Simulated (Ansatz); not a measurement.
Cost and result up the ladder for Zn12S12 (started as a model of: (ZnS)12 cage of four- and six-membered rings) (24 atoms). Charge 0, multiplicity 1. Geometry: PBE-D4/def2-SVP.

```xyz
24

S     1.8632    1.2967    3.1793
S     2.1070   -2.3769    3.5138
S     3.9713   -1.4389    0.5962
S     2.5393    2.2839   -0.5207
S    -1.2543    2.4055    0.9371
S    -1.6229   -0.9670    3.3182
S     0.0860   -2.8680   -0.0692
S    -3.6103   -1.1049    0.5695
S     1.9442   -0.5089   -2.8101
S    -0.5081    2.8100   -3.1690
S    -1.8460   -1.2899   -3.1920
S    -3.7978    1.7076   -2.2578
Zn    3.1760   -0.4874    2.5418
Zn    0.5857   -0.6322    3.5015
Zn    1.9430   -2.4836    1.2049
Zn    2.9869    0.0159   -0.8076
Zn    1.0161    1.9464    1.1464
Zn   -2.2932    0.5083    1.6425
Zn   -1.5837   -2.0432    1.2377
Zn    0.0784   -1.5131   -1.9595
Zn    1.2191    1.6491   -2.3170
Zn   -1.8674    2.5135   -1.2611
Zn   -3.2379   -0.4178   -1.5312
Zn   -1.8946    0.9948   -3.4938
```

Ansatz on 4 threads of AMD EPYC 7R13 on a shared host and a share (37 GiB) of an NVIDIA H100 80GB HBM3. Times are rough, and most runs start from the orbitals of an earlier one. No level here is sound enough to serve as a yardstick. Binding counts from free atoms at the same level (S triplet, Zn singlet; other spins of the atoms weren't run), without zero-point energy or a counterpoise term.

Correlated methods freeze 168 core orbitals. The rows differ in basis, and correlated rows in double-zeta sets carry the largest basis error. Single mean-field runs in def2-SVP, def2-TZVP are fitted with def2-universal-jkfit. Another isomer (singlet) lies 0.94 eV lower at PBE0-D4/def2-TZVP; other spin states weren't run for this one.

Correlated methods converge slowly with the basis, most of all in double-zeta sets.

| level | functions | wall time |
| --- | --- | --- |
| PBE0-D4/def2-SVP | 588 | 7.5 s |
| HF/def2-SVP | 588 | 7.5 s |
| PBE-D4/def2-SVP (with forces) | 588 | 7.5 s |
| r2SCAN-D4/def2-SVP | 588 | 7.5 s |
| PBE-D4/def2-TZVP | 1020 | 8 s |
| MP2/def2-SVP | 588 | 9.5 s |
| PBE0-D4/def2-TZVP | 1020 | 15 s |
| HF/STO-3G | 324 | 27 s |

Estimate what each level gives for the binding energy per atom (eV).


| level | binding energy per atom (eV) |
| --- | --- |
| PBE0-D4/def2-SVP | 2.95 |
| HF/def2-SVP | 1.88 |
| PBE-D4/def2-SVP (with forces) | 2.98 |
| r2SCAN-D4/def2-SVP | 3.08 |
| PBE-D4/def2-TZVP | 2.78 |
| MP2/def2-SVP | 2.66 |
| PBE0-D4/def2-TZVP | 2.80 |
| HF/STO-3G | 2.28 |
